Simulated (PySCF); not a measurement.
**BeGe and its ions**

PBE0; Be pcseg-1, Ge pcseg-1; no relativity (PySCF 2.14). Neutral (UKS): triplet (π ↑↑), Re = 2.173 Å, ωe = 506 cm⁻¹, De = 1.44 eV, HOMO -5.58 eV, LUMO -3.14 eV.

BeGe⁺ (UKS): doublet (π ↑), Re = 2.361 Å, ωe = 398 cm⁻¹, De = 1.93 eV to Be + Ge⁺. The energies at the minima are -2091.10315 hartree for BeGe and -2090.82745 for BeGe⁺.

Problem. Work out the adiabatic ionisation energy, without and with harmonic zero-point energies (1 hartree = 27.2114 eV, 1 eV = 8065.5 cm⁻¹), and the change of the bond length.

Solution. At PBE0: 0.27570 hartree = 7.502 eV between the minima; the zero-point term (398.0 − 506.0)/2 cm⁻¹ = -0.007 eV makes it 7.495 eV. Re changes by +18.8 pm against the neutral. The electron leaves a π orbital, and the longer bond of the ion fits a bonding orbital, or a change in how ionic the bond is.

Spin–orbit coupling is left out. For an ion De counts to the pair picked by the measured ionisation energies or electron affinities, which need not be the lowest pair at this level. States were picked by a PBE0 search and need not be the measured ground states.
